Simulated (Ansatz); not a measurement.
The same redistribution along the group B, Al, Ga, In.

Calculated with Ansatz (gas phase, PBE0-D4/def2-TZVP geometries, no zero-point term in ΔE). CBS: MP2 limit from def2 TZ/QZ plus the TZ coupled-cluster correction, frozen cores. Elements past krypton have def2 core potentials. For Br, Ga, In, Mg outer-core shells are correlated without core-valence functions, which leaves a few kJ/mol of doubt a bond. Scalar relativity is left out up to krypton. One conformer a species, not always the lowest.

| reaction | MP2/CBS(def2) (kJ/mol) |
| --- | --- |
| `NB(N)Br` + `[CH3][MgH]` → `NBBr` + `[CH3][Mg][NH2]` | 17 |
| `[NH2][Al]([NH2])[Br]` + `[CH3][MgH]` → `[NH2][AlH][Br]` + `[CH3][Mg][NH2]` | 19 |
| `[NH2][Ga]([NH2])[Br]` + `[CH3][MgH]` → `[NH2][GaH][Br]` + `[CH3][Mg][NH2]` | -33 |
| `[NH2][In]([NH2])[Br]` + `[CH3][MgH]` → `[NH2][InH][Br]` + `[CH3][Mg][NH2]` | -59 |

Question: Give the CCSD(T)/CBS values in the same order. (Estimate.)

Answer: Ansatz gave: 20, 22, -30, -57 kJ/mol.

Largest T1 diagnostic: 0.013, for `[NH2][InH][Br]`.
